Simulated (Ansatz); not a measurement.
Species: CHO2, SMILES `[O]C=O` (charge 0, multiplicity 2).

Q: Give a relaxed geometry from PBE0-D4/def2-TZVP run with Ansatz (a first-principles code).

A: the end point of this relaxation (outside a Z-matrix the atoms follow the SMILES, hydrogens last).
Cartesian coordinates (Å) in one orientation:
```xyz
4

O      1.224    -0.099    -0.074
C     -0.010    -0.112    -0.016
O     -0.983    -0.811    -0.068
H     -0.230     1.022     0.158
```
